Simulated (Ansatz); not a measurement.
Reactions of C10H11ClOTi (`[OH][Ti]12345678([Cl])([CH]9[CH]1[CH]2[CH]3[CH]94)[CH]1[CH]5[CH]6[CH]7[CH]18`).

Computed with Ansatz on PBE0-D4/def2-TZVP structures; ΔE is electronic, products minus reactants. CBS: MP2 limit from def2 TZ/QZ plus the TZ coupled-cluster correction, frozen cores. This one scheme is used for every species. DFT in def2-TZVPP. For Ti, V outer-core shells are correlated without core-valence functions, which leaves a few kJ/mol of doubt a bond. Scalar relativity is left out up to krypton. One conformer a species, not always the lowest.

| reaction | CCSD(T)/CBS(def2) (eV) |
| --- | --- |
| `[OH][Ti]12345678([Cl])([C@H]9[C@@H]1[C@@H]2[C@@H]3[C@H]94)[C@H]1[C@@H]5[C@@H]6[C@@H]7[C@H]18` + CH₄ → `[CH3][Ti]12345678([OH])([C@H]9[C@@H]1[C@@H]2[C@@H]3[C@H]94)[C@H]1[C@@H]5[C@@H]6[C@@H]7[C@H]18` + HCl | ? |
| `[OH][Ti]12345678([Cl])([C@H]9[C@@H]1[C@@H]2[C@@H]3[C@H]94)[C@H]1[C@@H]5[C@@H]6[C@@H]7[C@H]18` + CH₄ → `[CH3][Ti]12345678([Cl])([C@H]9[C@@H]1[C@@H]2[C@@H]3[C@H]94)[C@H]1[C@@H]5[C@@H]6[C@@H]7[C@H]18` + H₂O | 1.19 |
| `[OH][Ti]12345678([Cl])([C@H]9[C@@H]1[C@@H]2[C@@H]3[C@H]94)[C@H]1[C@@H]5[C@@H]6[C@@H]7[C@H]18` + `[NH]=[V]([NH2])([Cl])[Cl]` → `[Cl][Ti]12345678([Cl])([C@H]9[C@@H]1[C@@H]2[C@@H]3[C@H]94)[C@H]1[C@@H]5[C@@H]6[C@@H]7[C@H]18` + `[NH]=[V]([NH2])([OH])[Cl]` | -0.23 |
| `[OH][Ti]12345678([Cl])([C@H]9[C@@H]1[C@@H]2[C@@H]3[C@H]94)[C@H]1[C@@H]5[C@@H]6[C@@H]7[C@H]18` + `N[SiH](F)Cl` → `[F][Ti]12345678([Cl])([C@H]9[C@@H]1[C@@H]2[C@@H]3[C@H]94)[C@H]1[C@@H]5[C@@H]6[C@@H]7[C@H]18` + `N[SiH](O)Cl` | ? |
| `[OH][Ti]12345678([Cl])([C@H]9[C@@H]1[C@@H]2[C@@H]3[C@H]94)[C@H]1[C@@H]5[C@@H]6[C@@H]7[C@H]18` + H–F → `[OH][Ti]12345678([F])([C@H]9[C@@H]1[C@@H]2[C@@H]3[C@H]94)[C@H]1[C@@H]5[C@@H]6[C@@H]7[C@H]18` + HCl | 0.14 |
| `[OH][Ti]12345678([Cl])([C@H]9[C@@H]1[C@@H]2[C@@H]3[C@H]94)[C@H]1[C@@H]5[C@@H]6[C@@H]7[C@H]18` + HCl → `[Cl][Ti]12345678([Cl])([C@H]9[C@@H]1[C@@H]2[C@@H]3[C@H]94)[C@H]1[C@@H]5[C@@H]6[C@@H]7[C@H]18` + H₂O | -0.60 |
| `[OH][Ti]12345678([Cl])([C@H]9[C@@H]1[C@@H]2[C@@H]3[C@H]94)[C@H]1[C@@H]5[C@@H]6[C@@H]7[C@H]18` + H–F → `[F][Ti]12345678([Cl])([C@H]9[C@@H]1[C@@H]2[C@@H]3[C@H]94)[C@H]1[C@@H]5[C@@H]6[C@@H]7[C@H]18` + H₂O | -0.51 |
| `[OH][Ti]12345678([Cl])([C@H]9[C@@H]1[C@@H]2[C@@H]3[C@H]94)[C@H]1[C@@H]5[C@@H]6[C@@H]7[C@H]18` + H₂O → `[OH][Ti]12345678([OH])([C@H]9[C@@H]1[C@@H]2[C@@H]3[C@H]94)[C@H]1[C@@H]5[C@@H]6[C@@H]7[C@H]18` + HCl | 0.70 |

Problem. Fill in the missing values. (An estimate is asked.)

Solution. Computed: `[OH][Ti]12345678([Cl])([C@H]9[C@@H]1[C@@H]2[C@@H]3[C@H]94)[C@H]1[C@@H]5[C@@H]6[C@@H]7[C@H]18` + CH₄ → `[CH3][Ti]12345678([OH])([C@H]9[C@@H]1[C@@H]2[C@@H]3[C@H]94)[C@H]1[C@@H]5[C@@H]6[C@@H]7[C@H]18` + HCl: +1.83 eV; `[OH][Ti]12345678([Cl])([C@H]9[C@@H]1[C@@H]2[C@@H]3[C@H]94)[C@H]1[C@@H]5[C@@H]6[C@@H]7[C@H]18` + `N[SiH](F)Cl` → `[F][Ti]12345678([Cl])([C@H]9[C@@H]1[C@@H]2[C@@H]3[C@H]94)[C@H]1[C@@H]5[C@@H]6[C@@H]7[C@H]18` + `N[SiH](O)Cl`: -0.09 eV.

Largest T1 diagnostic: 0.030, for `[NH]=[V]([NH2])([OH])[Cl]`, so its coupled-cluster energy is less sure.
